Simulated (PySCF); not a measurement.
Compound: InH2(NMe2), C2H8InN.
Bonds: In1–N4, N4–C5, N4–C6. Hydrogens: H2, H3 on In1; H7, H8, H9 on C5; H10, H11, H12 on C6.

Computed, not measured: PBE0-D3(BJ)/def2-SVP geometry optimisation, gas phase, def2 core potentials past Kr (PySCF 2.14.0).

(1) Give the optimised bond lengths and angles.

Answers

(1) 
```json
{"bond": "In1–H2, In1–H3", "length (pm)": "172.0"}
{"bond": "In1–N4", "length (pm)": "203.6"}
{"bond": "N4–C5, N4–C6", "length (pm)": "143.6"}
{"bond": "C5–H7 and 3 like bonds", "length (pm)": "111.0"}
{"bond": "C5–H8, C6–H10", "length (pm)": "110.1"}
```

Bonds in one row agree within 1 pm and their mean is given. A selection of angles:
```json
{"angle": "H2–In1–H3", "degrees": "131.9"}
{"angle": "H2–In1–N4", "degrees": "114.1"}
{"angle": "In1–N4–C5", "degrees": "123.4"}
{"angle": "C5–N4–C6", "degrees": "113.1"}
{"angle": "N4–C5–H7", "degrees": "112.1"}
{"angle": "H7–C5–H8", "degrees": "107.4"}
{"angle": "H7–C5–H9", "degrees": "106.4"}
```

The 4 heavy atoms lie in one plane (0.001 Å rms). In1 (indium bonded to N and 2 H) is planar (angles 131.9°, 114.1° and 114.1°, sum 360.0°, 0.00 Å off the plane of its three neighbours). N4 (nitrogen bonded to 2 C and In) is planar (angles 123.5°, 123.4° and 113.1°, sum 360.0°, 0.00 Å off the plane of its three neighbours).

Point group: C2v (tolerance 0.08 Å). Stationary, but not proved a minimum.

Hardware: an Arm Neoverse V2 with one thread, no GPU (shared host). Cost: 42 s, 0.43 GiB resident at most. This is the geometry optimisation.
